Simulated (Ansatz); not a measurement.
A run for Ansatz (an electronic-structure program): R-wB97M-V/def2-TZVPPD on Cl2 (SMILES ClCl) with ghost functions, monomers drawn apart or pushed together. Files ending in .json are basis or fitting sets from the Basis Set Exchange.

Ansatz 0.2 input:
```yaml
crystal:
  periodic: [false, false, false]
  atoms:
    - {symbol: Cl, position_ang: [-0.46161055, 1.06782476, 7.22199511]}
    - {symbol: Cl, position_ang: [-0.19550387, 0.53802198, 5.28862422]}
basis:
  gaussian:
    orbitals: def2-TZVPPD.json
    ghost_atoms:
      - {symbol: Cl, position_ang: [0.42443721, -0.56667185, -0.33204560]}
      - {symbol: H, position_ang: [0.01093015, 0.62973644, -0.54126735]}
hamiltonian:
  xc: {name: wB97M-V}
scf: {lower_state_search: off}
```

**Question.** What total energy does the run end on?

**Answer.** -920.3482 hartree.

**Question.** How many basis functions does it have, and what does it roughly cost on one machine?

**Answer.** 170 functions; about 5 core-seconds (a rough figure).
